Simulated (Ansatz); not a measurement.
A structure relaxed at PBE-D4/def2-SVP in Ansatz, charge 0, singlet:

```xyz
5

B     1.113    0.067   -0.703
B    -1.115   -0.068    0.699
O    -2.138   -0.126    1.360
O    -0.011   -0.007   -0.018
O     2.152    0.134   -1.338
```

Q: Give its formula and point group.

A: B2O3 (the lowest singlet isomer of a short search). Point group D∞h (tolerance 0.1 Å).

Q: Summarise the bond lengths by kind (pairs closer than 1.2 times the sum of covalent radii, bridged metal pairs left out).

A: 4 × B–O 1.22 to 1.32 Å.

The structure comes from a short search, and lower isomers may exist.
